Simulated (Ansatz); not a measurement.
Consider the ligand exchange at the In–C bond: `[CH3][In]([NH2])[SH]` + CH₃OH → `C[O][In]([NH2])[SH]` + CH₄.

Program: Ansatz. Geometries: PBE0-D4/def2-TZVP. ΔE: electronic, gas phase. CCSD(T)/CBS adds triple-zeta CCSD(T) − MP2 to the extrapolated MP2 energy (def2 sets, frozen cores). This one scheme is used for every species. DFT in def2-TZVPP. Elements past krypton have def2 core potentials. For In outer-core shells are correlated without core-valence functions, which leaves a few kJ/mol of doubt a bond. Each species was taken in one conformer, which may not be the lowest.

**Question.** Is it downhill or uphill in electronic energy at CCSD(T)/CBS, and by how much? (Estimate.)

**Answer.** The calculation gave: Downhill: ΔE = -10.2 kcal/mol.

**Question.** What do these levels give: BLYP-D4, r2SCANh-D4, ωB97X-V, ωB97M-V, PBE, r2SCANh, RPA@PBE/def2-TZVPP, CCSD/def2-SVP, MP2/def2-QZVPP, HF/CBS(def2), MP2/CBS(def2), CCSD/CBS(def2)? (Estimate.)

**Answer.** Computed: BLYP-D4 -12.2, r2SCANh-D4 -10.4, ωB97X-V -10.1, ωB97M-V -9.2, PBE -9.6, r2SCANh -10.2, RPA@PBE/def2-TZVPP -9.7, CCSD/def2-SVP -12.2, MP2/def2-QZVPP -9.8, HF/CBS(def2) -10.0, MP2/CBS(def2) -10.0, CCSD/CBS(def2) -9.7 kcal/mol.

Largest T1 diagnostic among the species: 0.015.

From BLYP to BHLYP (50 % exact exchange), in def2-TZVPP and without D4, ΔE moves by +1.7 kcal/mol. At CCSD(T), def2-SVP lies −2.4 kcal/mol from the extrapolated value and def2-TZVPP +0.7 kcal/mol.
